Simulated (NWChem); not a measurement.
## Basis-set dependence for BI2

```xyz
3

I      1.9059     0.0000    -0.0412
B      0.0000     0.0000     0.8724
I     -1.9059     0.0000    -0.0412
```
Charge 0, spin multiplicity 2.

The numbers come from NWChem runs, not from measurements. Structure: optimised with UB3LYP/def2-SVP with def2 effective core potentials on I, a minimum by its harmonic frequencies.

Hartree-Fock energies in Ha, correlation energies in mHa.

Effective core potentials replace the inner electrons of I; spin-orbit coupling is left out. The correlated methods keep 9 core orbitals frozen. The structure started from a generated list of species. The unpaired electrons of the parent sit in orbitals of symmetry a1 (C2v labels of the run); other states weren't searched. The stability of the SCF solutions was not checked. Open-shell Hartree-Fock references start from PBE0 orbitals.

| basis | functions | UHF | UMP2 | SCS-UMP2 |
|---|---|---|---|---|
| def2-SVP | 66 | -617.95578 | -298.6 | -278.9 |
| def2-TZVP | 131 | -618.00200 | -1065.2 | -941.7 |

From def2-SVP to def2-TZVP the Hartree-Fock energy moves by -46.2 mHa and the UMP2 correlation energy by -766.6 mHa, which is 72 % of its value in the larger set.
